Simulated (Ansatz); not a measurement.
C$_{3}$H$_{8}$GeO (`C[CH](C)[Ge][OH]`) at its PBE0-D4/def2-TZVP geometry, where that method's forces vanish. The species carries charge 0 and has multiplicity 1.

```xyz
13

C    -0.5145    0.5449    0.9380
C     0.5136    0.2651   -0.1418
C     1.1754   -1.0995    0.0387
Ge   -0.1401    0.3694   -2.0581
O    -1.8808    0.6836   -1.7915
H    -0.9603    1.5401    0.8415
H    -1.3259   -0.1924    0.9205
H    -0.0734    0.4915    1.9397
H     1.3013    1.0316   -0.0946
H     1.9244   -1.3026   -0.7333
H     0.4388   -1.9093   -0.0014
H     1.6796   -1.1752    1.0083
H    -2.1380    0.7529   -0.8660
```

What forces (eV/Å) does r2SCAN-D4/def2-TZVPP give on these atoms in Ansatz 0.2.0? (An estimate is asked.)

Computed: 
```
C1  -0.082  0.028  0.087
C2   0.025  0.100 -0.072
C3   0.075 -0.133  0.007
Ge4  0.044 -0.013 -0.048
O5  -0.066  0.009 -0.050
H6  -0.004 -0.009  0.001
H7   0.004  0.004 -0.005
H8  -0.001 -0.002  0.001
H9   0.011  0.006  0.006
H10 -0.011  0.000  0.014
H11  0.003  0.012 -0.003
H12 -0.004 -0.001  0.002
H13  0.007  0.001  0.059
```
